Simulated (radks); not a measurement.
Species: the oxygen ion O2+. Configuration: [He] 2s2 2p2.

Method: scalar-relativistic Kohn-Sham, BLYP, spin-polarised, spherical densities, point nucleus; open shells are filled with parallel spins first; computed with a radial shooting solver on a logarithmic mesh with Libxc functionals.

Energy parts (eV):
total: -1995.358
kinetic: 1994.528
electron-nucleus: -4517.426
Hartree: 730.677
exchange-correlation: -203.138

Orbitals (lengths in bohr, moments of r in powers of bohr; <r^-3> diverges for s and p1/2; r(max) is where P^2 peaks; r(90%) holds 90 % of the orbital's charge):
orbital	occ.	eigenvalue (eV)	r(max)	r(90%)	<r^-3>	<r^4>
1s up	1	-558.7176	0.1291	0.358	-	0.007599
1s down	1	-557.0317	0.1290	0.356	-	0.007484
2s up	1	-59.9209	0.8255	1.60	-	2.773
2s down	1	-55.4345	0.8367	1.65	-	3.134
2p up	2	-45.0265	0.7311	1.64	7.438	3.133
2p down	0	-40.4427	0.7482	1.72	7.029	3.850

The highest occupied level is 2p up at -45.026 eV. For comparison, the ionisation energy in NIST's Atomic Spectra Database is 54.936 eV (semi-empirical). In exact Kohn-Sham theory the highest level is minus the ionisation energy, but local and semilocal functionals leave it too shallow, through self-interaction and a potential that decays too fast; potentials with the right tail come closer. Spin moment in Bohr magnetons: 2. The density falls to 0.001 e/bohr^3 at r = 2.57 bohr.
